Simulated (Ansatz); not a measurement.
Reaction (ligand exchange at the Si–O bond): `[F][Ga]([F])[O][SiH3]` + `C[NH][GeH3]` → `C[N]([SiH3])[GeH3]` + `[OH][Ga]([F])[F]`

Isolated molecules relaxed with PBE0-D4/def2-TZVP in Ansatz; ΔE leaves out vibrations. CCSD(T)/CBS adds triple-zeta CCSD(T) − MP2 to the extrapolated MP2 energy (def2 sets, frozen cores). DFT in def2-TZVPP. B3LYP here is the variant with VWN-RPA as its local correlation; programs differ in this. For Ga, Ge outer-core shells are correlated without core-valence functions, which leaves a few kJ/mol of doubt a bond. Scalar relativity is left out up to krypton. Each species was taken in one conformer, which may not be the lowest.

Problem. Is it downhill or uphill in electronic energy at CCSD(T)/CBS, and by how much? (Estimate.)

Solution. The calculation gave: Uphill: ΔE = +0.41 eV.

Problem. What do these levels give: PBE-D4, B97M-V, PBE-QIDH, B3LYP, SCS-MP2/def2-TZVPP, CCSD(T)/def2-TZVPP? (Estimate.)

Solution. Computed: PBE-D4 0.33, B97M-V 0.43, PBE-QIDH 0.42, B3LYP 0.50, SCS-MP2/def2-TZVPP 0.44, CCSD(T)/def2-TZVPP 0.42 eV.

Problem. What do rigid-rotor, harmonic-oscillator terms from PBE0-D4/def2-TZVP frequencies (298.15 K, 1 bar) make of the CCSD(T)/CBS value? (Best estimate.)

Solution. Computed: ΔZPE = -0.02 eV, ΔH = +0.39 eV, ΔS = -18 J/(mol·K), ΔG = +0.44 eV. Modes under 50 cm⁻¹ make the entropy rough.

Largest T1 diagnostic among the species: 0.015.

Leaving LDA and LC-ωPBE aside and taking each functional with its dispersion term where it has one, the values, not all of them listed here, spread over 0.19 eV, from revPBE-D4 to BHLYP-D4. LDA lies −0.08 eV from PBE without D4. The D4 term adds −0.07 eV with B3LYP and −0.04 eV with PBE0; it sums over pairs of atoms, weighted by their polarisabilities, and B3LYP, whose exchange is more repulsive, gets the larger term.
